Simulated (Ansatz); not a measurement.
Reaction (formal exchange of groups at a Te–C bond): `SC[TeH]` + `C[SiH2]N` → `C[SiH](N)[TeH]` + CH₃SH

Computed with Ansatz on PBE0-D4/def2-TZVP structures; ΔE is electronic, products minus reactants. CCSD(T)/CBS is the MP2 limit (def2-TZVPP, def2-QZVPP) plus CCSD(T) − MP2 in def2-TZVPP, frozen cores. This one scheme is used for every species. Elements past krypton have def2 core potentials. For Te outer-core shells are correlated without core-valence functions, which leaves a few kJ/mol of doubt a bond. Each species was taken in one conformer, which may not be the lowest.

| species | HF/def2-QZVPP energy (Eh) |
| --- | --- |
| `SC[TeH]` | -704.75331 |
| `C[SiH2]N` | -385.42903 |
| `C[SiH](N)[TeH]` | -652.45886 |
| CH₃SH | -437.76589 |

Work out ΔE.

ΔE = (-652.45886) + (-437.76589) − (-704.75331) − (-385.42903) = -0.04241 Eh = -26.6 kcal/mol. CCSD(T)/CBS gives -25.6 kcal/mol.

Largest T1 diagnostic among the species: 0.011.

In def2-TZVPP, CCSD(T) changes the Hartree–Fock value by +1.7 kcal/mol (the triples alone add +0.3 kcal/mol) and MP2 by +1.0 kcal/mol. From PBE to PBE0 (25 % exact exchange), in def2-TZVPP and without D4, ΔE moves by −1.3 kcal/mol.
